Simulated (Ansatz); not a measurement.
This triplet is an excited state, 1.20 eV above the relaxed singlet at the level frozen-core CCSD(T)/cc-pVTZ // PBE0-D3(BJ)/def2-SVP (Ansatz, a program for electronic structure).

A geometry relaxed with Ansatz with PBE0-D3(BJ)/def2-SVP, charge 0, multiplicity 3:

```xyz
8

C      2.6030    -0.4175    -0.1878
Si    -0.3321    -0.5321    -0.8688
C     -1.6350     0.3183     0.2033
H     -1.6106    -0.0933     1.2242
H     -1.4425     1.4016     0.2416
H     -2.6366     0.1531    -0.2191
C      1.3973    -0.4336    -0.4200
H      3.6565    -0.3965     0.0267
```

### Question
Write the SMILES of this molecule.

### Answer
`C#C[Si]C`
